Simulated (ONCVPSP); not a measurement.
## Before and after: ONCV potential for aluminium (Al)

- Element: Al
- Generator: ONCVPSP 4.0.1
- Type: optimised norm-conserving Vanderbilt (ONCV)
- Functional: PBE
- Relativity: non-relativistic
- Frozen core: [Ne]
- Valence charge: 3
- Reference configuration: 3s2 (charge +1)
- Partial waves: 3s: rc 1.55 bohr, ncon 3, nbas 8, qcut 4 1/bohr, 3 projectors, debl 0.4 Ha; p scattering state at 0.26 Ha: rc 1.25 bohr, ncon 3, nbas 6, qcut 5.6 1/bohr, 1 projector; d scattering state at 0.05 Ha: rc 1.60 bohr, ncon 4, nbas 7, qcut 7 1/bohr, 2 projectors, debl 2.5 Ha
- Local potential: polynomial inside 1.20 bohr (lpopt 2, dvloc0 0 Ha)
- Core correction: none

In the s channel the program set the typed energies aside and used -0.543, 0.250, 0.650 Ha.

Change: s: qcut 4.8.

Cutoffs: the cutoffs (Ha) at which the residual kinetic energy of the hardest occupied pseudo-wave falls to 1 and 0.1 mHa per electron; they do not see the model core or the augmentation charge, which bear on the density cutoff. Errors are all-electron minus pseudo energies relative to the spin-unpolarised reference configuration.

Q: How do hardness, ghosts and transferability respond?

A: The potential gets neither clearly harder nor softer (5.8 Ha and 7.9 Ha → 5.8 Ha and 7.9 Ha); both files keep a bound ghost (s); the errors of the 4 common tests hardly move.

```tsv
quantity	base	changed
cutoff, loose	5.8 Ha	5.8 Ha
cutoff, tight	7.9 Ha	7.9 Ha
bound ghosts	s	s
GHOST(+) flags under 300 eV	none	none
error for 3s2 3p1, meV [ΔE -5.77 eV]	+73	+74
error for 3s1, meV [ΔE 19.19 eV]	+26	+24
error for 3s2 3p0.5, meV [ΔE -3.68 eV]	+42	+42
error for 3s1 3p2, meV [ΔE -0.66 eV]	+167	+169
s: phases at 1.57 bohr within 0.05 rad from the reference energy up to (Ha; the scan ends near 5)	to the end of the scan	to the end of the scan
p: phases at 1.27 bohr within 0.05 rad from the reference energy up to (Ha; the scan ends near 5)	0.7	0.7
d: phases at 1.62 bohr within 0.05 rad from the reference energy up to (Ha; the scan ends near 5)	to the end of the scan	to the end of the scan
```

Base: The cutoffs count occupied waves only; projector 2 of the d channel, the hardest unoccupied one, needs 24 Ha at the loose tolerance. Changed file: The cutoffs count occupied waves only; projector 2 of the d channel, the hardest unoccupied one, needs 24 Ha at the loose tolerance. A true bound ghost makes a file unfit for plane-wave use even where its test errors are small: the radial tests pick states by their node count and pass the ghost by.
